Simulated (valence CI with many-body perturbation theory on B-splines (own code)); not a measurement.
Level structure of Os⁶²⁺

Calculated by valence CI with perturbative core correlation (CI+MBPT): four valence electrons over a frozen Dirac-Fock core [Ne], a basis of 11 s, 11 p, 9 d, 7 f, 5 g, 2 h, 1 i functions for each j, with the one-electron correlation potential Σ1 (screened to all orders), the two-electron term Σ2, the three-electron term Σ3, Breit, model QED; selected single and double excitations, second order for the rest (own B-spline code, finite nucleus).

The last digits are not significant, and no measured levels were compared; by estimate large intervals hold to a few tenths of a per cent, small ones and those within an open d or f shell to about a per cent.

Levels 46 to 66 of 66, with energies above the lowest level, (3s^2 3p1/2^2) J=0. "Leading %" is the weight of the configuration and term that name the level; weights of strongly mixed levels are sums over their largest components and can fall short. In the jj column 3d3/2^4 stands for four electrons in 3d with j = 3/2. Lifetimes count E1, E2, E3, M1 and M2 decay at the calculated energies, and are blank where another channel may lead or the interval is too uncertain; long ones can be off by a factor of two.

```
No.  Configuration  Term  J  E (eV)  Leading %  Second component  Lifetime                   Leading jj
 46        3s3p²3d    ⁵D  4  1270.0         46   36 % 3s3p²3d ⁵F   83.2 ps  3s 3p1/2 3p3/2 3d5/2 (99 %)
 47        3s3p²3d    ³P  2  1292.0         33   17 % 3s3p²3d ⁵D   1.50 ps  3s 3p1/2 3p3/2 3d5/2 (96 %)
 48        3s3p²3d    ³G  5  1293.7         60   40 % 3s3p²3d ⁵F   43.7 ps  3s 3p1/2 3p3/2 3d5/2 (99 %)
 49        3s3p²3d    ³F  3  1302.0         43   23 % 3s3p²3d ⁵P   1.91 ps  3s 3p1/2 3p3/2 3d5/2 (95 %)
 50         3s²3d²    ³F  2  1309.8         40    18 % 3s²3d² ¹D    160 fs          3s^2 3d3/2^2 (58 %)
 51        3s3p²3d    ³D  3  1312.9         62   10 % 3s3p²3d ⁵D   1.38 ps  3s 3p1/2 3p3/2 3d5/2 (96 %)
 52        3s3p²3d    ³P  1  1313.5         39   27 % 3s3p²3d ³D   1.45 ps  3s 3p1/2 3p3/2 3d5/2 (92 %)
 53        3s3p²3d    ³F  4  1316.4         41   35 % 3s3p²3d ¹G   2.58 ps  3s 3p1/2 3p3/2 3d5/2 (93 %)
 54        3s3p²3d    ¹D  2  1322.2         34    12 % 3s²3d² ³F    320 fs  3s 3p1/2 3p3/2 3d5/2 (70 %)
 55        3s3p²3d    ³D  3  1328.3         37   23 % 3s3p²3d ³F    433 fs  3s 3p1/2 3p3/2 3d5/2 (91 %)
 56        3s3p²3d    ³F  4  1331.4         47   31 % 3s3p²3d ³G    637 fs  3s 3p1/2 3p3/2 3d5/2 (90 %)
 57        3s3p²3d    ³D  1  1334.0         39   24 % 3s3p²3d ¹P    937 fs  3s 3p1/2 3p3/2 3d5/2 (92 %)
 58         3s²3d²    ³P  0  1337.2         46   25 % 3s3p²3d ³P    121 fs          3s^2 3d3/2^2 (70 %)
 59        3s3p²3d    ³P  1  1346.6         29   28 % 3s3p²3d ³S    922 fs  3s 3p1/2 3p3/2 3d5/2 (91 %)
 60        3s3p²3d    ¹F  3  1348.1         38   30 % 3s3p²3d ³F    441 fs  3s 3p1/2 3p3/2 3d5/2 (86 %)
 61        3s3p²3d    ³D  2  1349.1         20   18 % 3s3p²3d ³P    673 fs  3s 3p1/2 3p3/2 3d5/2 (81 %)
 62        3s3p²3d    ¹S  0  1350.9         43   38 % 3s3p²3d ³P    409 fs  3s 3p1/2 3p3/2 3d5/2 (78 %)
 63        3s3p²3d    ³D  2  1357.2         32   27 % 3s3p²3d ³P    264 fs  3s 3p1/2 3p3/2 3d5/2 (95 %)
 64         3s²3d²    ³F  3  1393.0         78    7 % 3s3p²3d ³F    201 fs      3s^2 3d3/2 3d5/2 (78 %)
 65          3p³3d   ³D°  2  1396.9         16    14 % 3p³3d ³F°   1.79 ps   3p1/2^2 3p3/2 3d3/2 (65 %)
 66          3s3p³   ³P°  2  1402.2         48    16 % 3s3p³ ⁵S°    390 fs            3s 3p3/2^3 (93 %)
```
